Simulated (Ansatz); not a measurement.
CH$_{4}$B$_{2}$FGa at its PBE0-D4/def2-TZVP geometry, where that method's forces vanish. Charge 0, multiplicity 1. The bonds changed during the relaxation, so this is another structure than the one it started from.

```xyz
9

B     0.1787    0.6703   -0.2901
Ga    0.0428    0.2098   -2.4233
C    -0.0140   -0.0794    1.1355
B    -0.2591   -0.9566   -0.0711
F    -0.5959   -2.1932   -0.3840
H     1.2955    0.9313   -0.7277
H    -0.6613    1.4574   -0.7166
H    -0.8661    0.2157    1.7452
H     0.8795   -0.2553    1.7321
```

Question: What forces (eV/Å) does B3LYP-D4/def2-TZVPP give on these atoms in Ansatz 0.2.0? (An estimate is asked.)

Answer: The calculation gave: 
```
B1   0.050  0.183 -0.033
Ga2 -0.010 -0.029 -0.347
C3  -0.012 -0.038  0.102
B4   0.046  0.149  0.166
F5  -0.056 -0.200 -0.046
H6  -0.101 -0.003  0.093
H7   0.086 -0.051  0.094
H8   0.049 -0.018 -0.015
H9  -0.053  0.009 -0.015
```

B3LYP here is the variant with VWN-RPA as its local correlation; programs differ in this.
